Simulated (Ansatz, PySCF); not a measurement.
Gas-phase reaction in SMILES: C[Si](C)(O)[SiH2]O + 5 [H][H] (H2) → 2 C (CH4) + 2 O (H2O) + 2 [SiH4] (SiH4)
Geometries: B3LYP-D3(BJ)/def2-TZVP minima from Ansatz (a first-principles code), one conformer each, not searched for the lowest. Frequencies are from Ansatz or PySCF.

Quantity: energy of full hydrogenation (enthalpy at 298 K, with B3LYP-D3(BJ) rigid-rotor harmonic-oscillator terms), in eV. Valence correlation only, unless marked. Spin-orbit coupling is left out. Non-relativistic. Basis-set limits of correlation are two-point, X^-3; Hartree-Fock from the larger set.

CCSD(T)/CBS(cc-pV(T+d)Z,cc-pV(Q+d)Z) (Ansatz) gives 1.14 eV.

Question: Another calculation gave 0.54 eV. Which level was it?
A. r2SCAN/def2-TZVPD (Ansatz)
B. BHLYP/def2-TZVPD (Ansatz)
C. wB97X-V/def2-TZVPD (Ansatz)
D. LC-wPBE/def2-TZVPD (Ansatz)

Answer: B, BHLYP/def2-TZVPD (Ansatz). The others give 0.82 (LC-wPBE), 0.98 (wB97X-V), 1.18 (r2SCAN) eV.
